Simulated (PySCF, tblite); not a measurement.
Isomers of C3H7F3OSi, one GFN2-xTB conformer each. Single-point energies are computed at PBE0/pcSseg-1 (PySCF, gas phase, no added dispersion term), electronic only.

| SMILES | GFN2-xTB relative energy (kJ/mol) |
| --- | --- |
| CCO[SiH2]C(F)(F)F | 0.0 |
| C[C@H]([SiH3])OC(F)(F)F | 81.5 |

Conformers: `[CH3:1][CH2:2][O:3][SiH2:4][C:5]([F:6])([F:7])[F:8]` with C1–C2–O3–Si4 -163°, C2–O3–Si4–C5 55°; `[CH3:1][C@H:2]([SiH3:3])[O:4][C:5]([F:6])([F:7])[F:8]` with C1–C2–O4–C5 -96°.

Problem. What does PBE0/pcSseg-1 give for the same structures?

Solution. 
```tsv
SMILES	PBE0/pcSseg-1 E (Eh)	PBE0/pcSseg-1 (kJ/mol)	GFN2-xTB (kJ/mol)	point group
CCO[SiH2]C(F)(F)F	-782.12704	0.0	0.0	C1
C[C@H]([SiH3])OC(F)(F)F	-782.10311	62.8	81.5	C1
```

Both levels put the same isomer lowest. As drawn, the lower has an Si–O bond, which the higher lacks.

Problem. Which frontier levels, dipoles and rotational constants go with these structures?

Solution. 
| SMILES | HOMO (eV, PBE0/pcSseg-1) | LUMO (eV) | dipole (D) | A, B, C (MHz) |
| --- | --- | --- | --- | --- |
| CCO[SiH2]C(F)(F)F | -8.53 | 0.18 | 2.61 | 2999, 928.6, 844.9 |
| C[C@H]([SiH3])OC(F)(F)F | -8.82 | 0.40 | 2.93 | 2842, 1041, 904.2 |

Problem. What happens when harmonic zero-point energies from GFN2-xTB frequencies are added?

Solution. 
```
                 SMILES  ZPE (kJ/mol)  electronic (kJ/mol)  with ZPE (kJ/mol)
      CCO[SiH2]C(F)(F)F         259.3                  0.0                0.0
C[C@H]([SiH3])OC(F)(F)F         252.1                 62.8               55.6
```

The zero-point energies span 7.2 kJ/mol. The order is unchanged.
